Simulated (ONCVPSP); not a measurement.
## Which change was made? (Cd, ONCV)

- Element: Cd (Z = 48)
- Generator: ONCVPSP 4.0.1
- Type: optimised norm-conserving Vanderbilt (ONCV)
- Functional: PBE
- Relativity: scalar-relativistic
- Frozen core: [Ar] 3d10
- Valence charge: 20
- Reference configuration: 4s2 4p6 4d10 5s1 (charge +1)
- Partial waves: 4s+5s: rc 1.45 bohr, ncon 5, nbas 9, qcut 7.1 1/bohr, 2 projectors; 4p: rc 1.50 bohr, ncon 4, nbas 7, qcut 9.3 1/bohr, 1 projector; 4d: rc 1.50 bohr, ncon 3, nbas 8, qcut 11.8 1/bohr, 2 projectors, debl 1.4 Ha
- Local potential: polynomial inside 1.40 bohr (lpopt 1, dvloc0 3 Ha)
- Core correction: Teter function, fcfact 4, rcfact 1.35

Cutoffs, loose and tight: the cutoffs (Ha) at which the residual kinetic energy of the hardest occupied pseudo-wave falls to 1 and 0.1 mHa per electron. They do not see the model core or the augmentation charge, which bear on the density cutoff. Test errors are all-electron minus pseudo excitation energies from the reference, over the configurations 4s2 4p6 4d10 5s2; 4s2 4p6 4d10 5s0; 4s2 4p6 4d9 5s0; 4s2 4p5 4d10 5s2; variants that change the core or the reference have their own tests.

The base gives: outcome: generated; cutoff, loose: 37 Ha; cutoff, tight: 98 Ha; bound ghosts: none; GHOST(+) flags above zero: none; largest test error (meV): -83.

(1) After one change the result is: outcome: generated; cutoff, loose: 37 Ha; cutoff, tight: 98 Ha; bound ghosts: none; GHOST(+) flags above zero: none; largest test error (meV): -60. Which change was it?
A. p: rc 1.78
B. p: rc 1.18; local potential polynomial inside 1.18 bohr (lpopt 1, dvloc0 3 Ha)
C. p: rc 1.32; local potential polynomial inside 1.32 bohr (lpopt 1, dvloc0 3 Ha)
D. p: rc 1.06; local potential polynomial inside 1.06 bohr (lpopt 1, dvloc0 3 Ha)

Results:

(1) C. The others give: p: rc 1.06; local potential polynomial inside 1.06 bohr (lpopt 1, dvloc0 3 Ha) → outcome: generated; cutoff, loose: 47 Ha; cutoff, tight: 122 Ha; bound ghosts: none; GHOST(+) flags above zero: none; largest test error (meV): -40 | p: rc 1.78 → outcome: generated; cutoff, loose: 37 Ha; cutoff, tight: 98 Ha; bound ghosts: none; GHOST(+) flags above zero: none; largest test error (meV): -104 | p: rc 1.18; local potential polynomial inside 1.18 bohr (lpopt 1, dvloc0 3 Ha) → outcome: generated; cutoff, loose: 38 Ha; cutoff, tight: 98 Ha; bound ghosts: none; GHOST(+) flags above zero: none; largest test error (meV): -41.
